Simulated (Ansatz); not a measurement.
Consider the ligand exchange at the Si–S bond: `C=C[SiH](S)Cl` + HCl → `C=C[SiH](Cl)Cl` + H₂S.

Isolated molecules relaxed with PBE0-D4/def2-TZVP in Ansatz; ΔE leaves out vibrations. CBS: MP2 limit from def2 TZ/QZ plus the TZ coupled-cluster correction, frozen cores. This one scheme is used for every species. Each species was taken in one conformer, which may not be the lowest.

```tsv
species	CCSD(T)/def2-SVP energy (Eh)
`C=C[SiH](S)Cl`	-1224.96247
HCl	-460.10218
`C=C[SiH](Cl)Cl`	-1286.34352
H₂S	-398.73539
```

Q: Work out ΔE.

A: ΔE = (-1286.34352) + (-398.73539) − (-1224.96247) − (-460.10218) = -0.01426 Eh = -37.4 kJ/mol. CCSD(T)/CBS gives -37.4 kJ/mol.

Q: What do rigid-rotor, harmonic-oscillator terms from PBE0-D4/def2-TZVP frequencies (298.15 K, 1 bar) make of the CCSD(T)/CBS value? (Estimate.)

A: Computed: ΔZPE = +0.6 kJ/mol, ΔH = -37.1 kJ/mol, ΔS = 11 J/(mol·K), ΔG = -40.4 kJ/mol.

Largest T1 diagnostic among the species: 0.011.

Leaving LDA and LC-ωPBE aside and taking each functional with its dispersion term where it has one, the values, not all of them listed here, spread over 9.8 kJ/mol, from BHLYP-D4 to revPBE-D4. LDA lies +3.9 kJ/mol from PBE without D4. The D4 term adds +4.6 kJ/mol with B3LYP and +2.5 kJ/mol with PBE0; it sums over pairs of atoms, weighted by their polarisabilities, and B3LYP, whose exchange is more repulsive, gets the larger term.

B3LYP here is the variant with VWN-RPA as its local correlation; programs differ in this.
